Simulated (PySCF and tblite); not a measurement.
# Conformers and averaged properties: C₄H₆BrGeN, numbered as in [N:1]#[C:2][C@H:3]1[CH2:4][C@@H:5]1[GeH2:6][Br:7]

Search: ETKDG and KDG, UFF, GFN2-xTB, 90 starts; geometries at GFN2-xTB. Weights use PBE0-D3(BJ)/pcSseg-1 energies plus GFN2-xTB zero-point and thermal terms (modes under about 100 cm⁻¹ blended into free rotors). Symmetry numbers and mirror images are counted. Conformers within 2.5 kcal/mol (GFN2-xTB free energy) were kept, 4 at most. GIAO shieldings: PBE0/pcSseg-1. Shifts are against TMS (¹H), TMS (¹³C), NH3 (¹⁵N) at the same level; of two unlike H on one atom, a is the less shielded. Run with PySCF (density fitting) and tblite.

Torsions listed: C3–C5–Ge6–Br7.

```tsv
conformer	shape	symmetry	E(GFN2) kcal/mol	E(DFT) kcal/mol	G(298.15 K) kcal/mol	weight %	dipole D
1	36°	C1	0.00	0.00	0.00	82.6	3.54
2	-73°	C1	0.92	1.64	1.33	8.8	4.65
3	144°	C1	0.54	1.55	1.34	8.7	2.70
```

Weights (%) against temperature:

```csv
T (K),1,2,3,S(mix) cal/mol/K
250,88.6,5.6,5.8,0.86
298.15,82.6,8.8,8.7,1.16
350,76.4,12.1,11.6,1.41
```

Averaged shifts at 298.15 K. ¹H: 5.48 (H6a, 1H), 5.41 (H6b, 1H), 1.38 (H3, 1H), 1.32 (H4a, 1H), 1.18 (H4b, 1H), 0.83 (H5, 1H) ppm. ¹³C: 126.2 (C2), 12.9 (C5), 12.7 (C4), 0.0 (C3) ppm. ¹⁵N: 292.5 (N1) ppm.

Coordinates of conformer 1 (Å):

```xyz
13

N    -3.188   -0.863    1.059
C    -2.167   -0.791    0.547
C    -0.894   -0.671   -0.071
C    -0.672    0.430   -1.069
C    -0.049    0.535    0.287
Ge    1.890    0.323    0.542
Br    2.601   -1.228   -0.961
H    -0.401   -1.623   -0.252
H    -1.502    1.081   -1.304
H    -0.045    0.193   -1.920
H    -0.514    1.238    0.969
H     2.263   -0.207    1.907
H     2.671    1.583    0.250
```

Spin–orbit effects of the heavy atoms on shieldings are missing. At a carbon that bears Br the missing effect is some 10 ppm, beside I tens of ppm. Unscaled ¹⁵N shifts at such levels can be off by tens of ppm; differences between conformers or isomers are more reliable. Shifts are unscaled: against experiment ¹³C can be off by 15 ppm or more and ¹H by 0.8 ppm.

Search and properties took 91 s on 1 thread of Arm Neoverse V1, shared host (rough), launched as `OMP_NUM_THREADS=1 python ens_run.py task.json out`.


¹⁵N shifts are against a computed isolated NH3 molecule, about 20 ppm from the liquid.

Conformer gaps in pcSseg-1 on xTB geometries can be 2 kcal/mol off for S=O, P=O and other polar bonds.